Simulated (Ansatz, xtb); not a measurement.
# Two isomers of C2H5FGeSi

Structure I is `C#[C][Ge@@H]([F])[SiH3]`, a singlet and structure II is `C#C[Si@@H](F)[GeH3]`, a singlet. Both are isolated molecules in the gas phase, relaxed with r2SCAN-D4/def2-SVP.

Problem. Estimate which is lower in electronic energy at CCSD(T)/def2-SVP + ΔMP2/def2-TZVPP, and by roughly how much.

Solution. The CCSD(T)/def2-SVP + ΔMP2/def2-TZVPP calculation puts structure II lower, by 0.877 eV.

How the difference moves with the method:

```
                             level            geometry  E(II) − E(I) (eV)  departure from the last row (eV)  job, with rough time for the two
                          GFN2-xTB            GFN2-xTB              −0.209                            +0.667               optimisation, 0.2 s
                         HF/STO-3G            GFN2-xTB              −0.616                            +0.261              single point, 0.44 s
      r2SCAN-D4/def2-SVP//GFN2-xTB            GFN2-xTB              −0.823                            +0.054               single point, 2.9 s
                r2SCAN-D4/def2-SVP  r2SCAN-D4/def2-SVP              −0.834                            +0.043                optimisation, 34 s
                       HF/def2-SVP  r2SCAN-D4/def2-SVP              −0.771                            +0.106           part of the CCSD(T) run
                      MP2/def2-SVP  r2SCAN-D4/def2-SVP              −0.781                            +0.096           part of the CCSD(T) run
                  CCSD(T)/def2-SVP  r2SCAN-D4/def2-SVP              −0.758                            +0.119                      single point
CCSD(T)/def2-SVP + ΔMP2/def2-TZVPP  r2SCAN-D4/def2-SVP              −0.877                                                  single point, 34 s
```

As drawn, II has 1 C–Si, 1 F–Si, 2 Ge–H in place of 1 C–Ge, 1 F–Ge, 2 Si–H.

None of the levels shown reverses the order. The largest departure from CCSD(T)/def2-SVP + ΔMP2/def2-TZVPP is that of GFN2-xTB, 0.667 eV. A small imaginary or near-zero mode remains, so no thermal terms are given. The last row adds to CCSD(T) the change of the MP2 difference between the two basis sets, here −0.119 eV.

The correlated steps freeze 17 core orbitals; the filled d shell of Ge is correlated, in a basis made for valence electrons. Programs: Ansatz 0.2.0, xtb 6.7.1; the last row on 2 threads of Intel(R) Xeon(R) 6975P-C (Granite Rapids) on a shared host.
